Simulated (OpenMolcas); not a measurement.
Sn IV: CASPT2 settings compared

```yaml
Program: OpenMolcas
Basis: ANO-RCC-VDZ [6s5p2d]
Scalar_Hamiltonian: X2C, point nucleus
Active_space: 1 electron in 4 orbitals (5s 5p)
State_averaging: 2S+1 = 2 even, 1 root; 2S+1 = 2 odd, 3 roots
Spin-orbit_coupling: state interaction with AMFI integrals over the reference wave functions, term energies averaged over their components
```

Methods on the same reference wave functions:
A. CASSCF
B. XMS-CASPT2, IPEA 0.35 Eh, imaginary shift 0.05 Eh (closed shells correlated: 4s 4p 4d)
C. XMS-CASPT2, IPEA 0.35 Eh, no level shift (closed shells correlated: 4d)
D. XMS-CASPT2, IPEA 0.6 Eh, no level shift (closed shells correlated: 4d)

Energies in cm-1 above 5s 2S 1/2, the measured ground level; measured values from Moore, Atomic Energy Levels, vol. III, NSRDS-NBS 35 (1971 reprint of NBS Circular 467, 1958).

```tsv
Level	A	B	C	D	Measured
5s 2S 1/2	0.0	0.0	0.0	0.0	0.0
5p 2P* 1/2	68052	68321	68215	68207	69564
5p 2P* 3/2	74340	74609	74503	74495	76072
```

Deviations, from unrounded energies. A percentage is the sum of absolute deviations over the sum of measured energies, with the sign that they share, or ± where signs differ.

| Against measurement | Levels | A | B | C | D |
| --- | --- | --- | --- | --- | --- |
| mean absolute deviation (cm-1) | 2 | 1600 | 1400 | 1500 | 1500 |
| other configurations (%) | 2 | -2.2 | -1.9 | -2.0 | -2.0 |

B lies closest to measurement on these levels and A furthest from it. The largest miss of B in the table is 5p 2P* 3/2, by -1500 cm-1. The ranking rests on the paired levels alone, and a cruder setting can come out closer through cancelling errors.

Among B to D the level of the table that moves most is 5p 2P* 3/2, by 110 cm-1 (lowest in D, highest in B).

The lowest spin-free term lies below A's lowest term by 0.010 hartree in B, 0.005 hartree in C, 0.005 hartree in D.

The basis is small and was not contracted for so high a charge. With one active electron the reference holds no correlation, so core polarisation is missing (holds for A). With one active electron, CASPT2 adds the correlation within the correlated inactive shells and between them and that electron, and leaves the splitting within a term as the reference gives it (holds for B; C; D). Computed and measured levels are paired by configuration, term and J; levels that our copy of the source lacks, or whose pairing is in doubt (as where it misses far off the trend of its configuration), stay unpaired and out of the deviations. Only configurations of the active space appear.

* marks odd parity.
